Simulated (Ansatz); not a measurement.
Ansatz (an electronic-structure program) input file for SbCl₂Br, SMILES [Cl][Sb]([Cl])[Br], PBE/def2-SVPD. Geometry: r2SCAN-D4/def2-SVP. The def2 effective core potentials stand for the cores of Sb; spin–orbit coupling is left out.

Ansatz 0.2 input:
```yaml
crystal:
  periodic: [false, false, false]
  atoms:
    - {symbol: Sb, position_ang: [-0.45323080, -0.62155894, 0.00000000]}
    - {symbol: Cl, position_ang: [-1.29788991, 0.68770376, 1.79293996]}
    - {symbol: Cl, position_ang: [-1.29788991, 0.68770376, -1.79293996]}
    - {symbol: Br, position_ang: [1.92122936, 0.23764510, 0.00000000]}
basis:
  gaussian:
    orbitals: def2-SVPD
hamiltonian:
  xc: {name: PBE}
```

Program output:

```
WARN ansatz: RAYON_NUM_THREADS=1 ignored (pool sized by the plan → 1); use --threads N
Functional definition: PBE
integrals: 0.09 GiB planned
1355 factors; their error is unknown
mean field: 0.43 GiB planned
mean field evaluation 1: about -101593.9794 eV, gradient 2.6e1 eV
mean field evaluation 2: about -101584.2890 eV, gradient 6.2e1 eV
mean field evaluation 4: about -101596.0548 eV, gradient 2.3e0 eV
mean field evaluation 8: about -101596.0282 eV, gradient 6.1e-2 eV
mean field evaluation 16: about -101596.0283 eV, gradient 4.2e-5 eV
mean field -101596.02825224 eV, -3733.5851740084 hartree, gradient 4.2e-5 eV, S^2 0.000000; 0 other end points of the search recorded, 0 dependent functions left out
reference -101596.02829980 eV, -3733.5851757563 hartree; 46, 46 occupied and 81, 81 virtual orbitals, 1355 factors
Total energy: -101596.02829980 eV, -3733.5851757563 hartree
```

The calculation finished and met its thresholds.

Cost: about 2.4 core-seconds (a rough figure).
